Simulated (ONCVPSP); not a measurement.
# Transferability test, ONCV potential for W (Z = 74)

ONCVPSP 4.0.1 input, shortened (lines: element, Z, core and valence counts, functional; n l f; lmax; l rc ep ncon nbas qcut; lloc lpopt rc5 dvloc0; l nproj debl; icmod fcfact rcfact), PBE, fully relativistic:

```
  W 74.00   11    3        4      upf
    1    0    2.00
    2    0    2.00
    2    1    6.00
    3    0    2.00
    3    1    6.00
    3    2   10.00
    4    0    2.00
    4    1    6.00
    4    2   10.00
    4    3   14.00
    5    0    2.00
    5    1    6.00
    5    2    4.00
    6    0    1.50
    2
    0    2.55    0.00    4    7    2.20
    1    1.30    0.00    4    8    5.50
    2    2.45    0.00    5   10    6.60
    4    5    1.00    0.00
    0    2    2.60
    1    2    3.20
    2    2    3.40
    0    0.00    0.00
```

Open shells are filled in proportion to 2j + 1.

Energies are relative to the spin-unpolarised reference configuration 5p6 5d4 6s1.5; without spin polarisation the order of configurations can differ from experiment.

```tsv
valence configuration	charge	ΔE all-electron (eV)	error AE − PS (meV)
5p6 5d4 6s1	+1	5.253	-0.8
5p6 5d4.5 6s1.5	0	-2.943	-0.7
```

Task: What are ΔE and the potential's error for 5p6 5d4 6s0?

Result: ΔE = 20.935 eV all-electron; the error (AE − PS) is -4.2 meV.

Task: What are ΔE and the potential's error for 5p6 5d4 6s2?

Result: ΔE = -3.636 eV all-electron; the error (AE − PS) is -0.9 meV.

Note: ghosts flagged at negative energy: s at -243.1 eV; GHOST(+) flagged for s at 51.0 eV, p3/2 at 281.6 eV, p1/2 at 310.1 eV. A true bound ghost makes a file unfit for plane-wave use.
